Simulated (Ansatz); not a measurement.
C2H7BFGa (`C[BH][Ga]([CH3])[F]`) at its PBE0-D4/def2-TZVP geometry, where that method's forces vanish. Charge 0, multiplicity 1.

```csv
atom,x (Å),y (Å),z (Å)
C1,0.315,0.898,2.139
B2,1.013,0.464,0.823
Ga3,0.147,-0.765,-0.632
C4,-0.957,-0.581,-2.242
F5,0.520,-2.485,-0.344
H6,1.003,1.077,2.969
H7,-0.095,1.893,1.884
H8,-0.529,0.295,2.477
H9,2.106,0.910,0.601
H10,-0.444,-1.046,-3.087
H11,-1.180,0.457,-2.491
H12,-1.898,-1.117,-2.097
```

(1) For each bond, give half the difference of the two atoms' forces along it (eV/Å; positive pushes the atoms apart) under PBE-D4, r2SCAN-D4, B3LYP-D4, ωB97M-V in def2-TZVPP. (An estimate is asked.)

## Answers

(1) Computed: 
```json
{"bond": "C1–B2", "length (Å)": "1.552", "PBE-D4": "-0.08", "r2SCAN-D4": "0.03", "B3LYP-D4": "0.07", "ωB97M-V": "0.13"}
{"bond": "C1–H6", "length (Å)": "1.093", "PBE-D4": "0.14", "r2SCAN-D4": "-0.01", "B3LYP-D4": "-0.03", "ωB97M-V": "-0.08"}
{"bond": "C1–H7", "length (Å)": "1.106", "PBE-D4": "0.16", "r2SCAN-D4": "0.00", "B3LYP-D4": "-0.04", "ωB97M-V": "-0.05"}
{"bond": "C1–H8", "length (Å)": "1.091", "PBE-D4": "0.11", "r2SCAN-D4": "-0.02", "B3LYP-D4": "-0.03", "ωB97M-V": "-0.06"}
{"bond": "B2–Ga3", "length (Å)": "2.092", "PBE-D4": "-0.20", "r2SCAN-D4": "-0.07", "B3LYP-D4": "-0.06", "ωB97M-V": "-0.04"}
{"bond": "B2–H9", "length (Å)": "1.202", "PBE-D4": "0.10", "r2SCAN-D4": "-0.01", "B3LYP-D4": "-0.16", "ωB97M-V": "-0.15"}
{"bond": "Ga3–C4", "length (Å)": "1.961", "PBE-D4": "0.01", "r2SCAN-D4": "0.02", "B3LYP-D4": "0.15", "ωB97M-V": "0.00"}
{"bond": "Ga3–F5", "length (Å)": "1.783", "PBE-D4": "0.48", "r2SCAN-D4": "0.02", "B3LYP-D4": "0.24", "ωB97M-V": "0.09"}
{"bond": "C4–H10", "length (Å)": "1.093", "PBE-D4": "0.10", "r2SCAN-D4": "-0.01", "B3LYP-D4": "-0.07", "ωB97M-V": "-0.05"}
{"bond": "C4–H11", "length (Å)": "1.091", "PBE-D4": "0.10", "r2SCAN-D4": "-0.01", "B3LYP-D4": "-0.06", "ωB97M-V": "-0.04"}
{"bond": "C4–H12", "length (Å)": "1.093", "PBE-D4": "0.10", "r2SCAN-D4": "-0.01", "B3LYP-D4": "-0.07", "ωB97M-V": "-0.04"}
```

B3LYP here is the variant with VWN-RPA as its local correlation; programs differ in this.
